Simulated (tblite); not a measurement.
C₈H₉FSi.
Atom-mapped SMILES: `[CH:1]#[C:2][Si@:3]([F:4])([C:5]#[C:6][CH3:7])[CH2:8][CH:9]=[CH2:10]` (hydrogens: H11 on C1; H12, H13, H14 on C7; H15, H16 on C8; H17 on C9; H18, H19 on C10)

Geometry (GFN2-xTB, Å), atoms numbered from 1 in this order:
```
atom  x, y, z in Å
C1    -0.722    2.590   -2.026
C2    -0.481    1.448   -1.743
Si3   -0.109   -0.302   -1.278
F4    -0.301   -1.202   -2.616
C5    -1.303   -0.898   -0.011
C6    -2.057   -1.284    0.847
C7    -2.965   -1.750    1.867
C8     1.698   -0.534   -0.715
C9     2.004    0.246    0.515
C10    2.776    1.317    0.549
H11   -0.935    3.588   -2.281
H12   -2.434   -2.385    2.576
H13   -3.772   -2.323    1.412
H14   -3.389   -0.900    2.400
H15    1.863   -1.597   -0.520
H16    2.374   -0.239   -1.520
H17    1.523   -0.106    1.418
H18    2.959    1.863    1.458
H19    3.261    1.691   -0.338
```

Method: GFN2-xTB as coded in tblite; computed harmonic values from a numerical Hessian at the method's own geometry, unscaled. Against measured fundamentals such values can be off by several per cent, at times by over 20. One conformer, not necessarily the lowest. The optimisation stopped once no atom felt more than 0.01 eV/Å.

Lowest wavenumbers of the output (negative numbers stand for imaginary wavenumbers):
```
mode    cm-1
  1     -39.2
  2      24.4
  3      48.9
  4      54.7
  5      70.1
  6     108.3
  7     134.8
  8     148.4
  9     209.6
 10     231.0
 11     248.5
 12     280.1
 13     306.8
 14     322.9
 15     338.7
```

Q: Is this structure a minimum?

A: Not by this Hessian. 1 mode is imaginary beyond 20i (39i cm⁻¹), so at this level the point lies at or near a first-order saddle. The curvature is small, so loose convergence or finite differences may be the whole cause.

Q: Which atoms move in the imaginary mode?

A: 39i: H14 (methyl hydrogen) 33 %, H13 (methyl hydrogen) 33 %, H12 (methyl hydrogen) 33 %. These are shares of the mass-weighted motion.

Q: What is the remedy?

A: Step along that mode in both directions, optimise again with tighter thresholds and repeat the frequencies. The zero-point energy of this point (86.1 kcal/mol) counts the 50 real modes alone, and thermal corrections from it aren't those of a minimum.

On Arm Neoverse V1, one thread, shared host with 32 logical CPUs at a one-minute load of 12, this took 0.89 s. This covers the Hessian and the dipole derivatives.
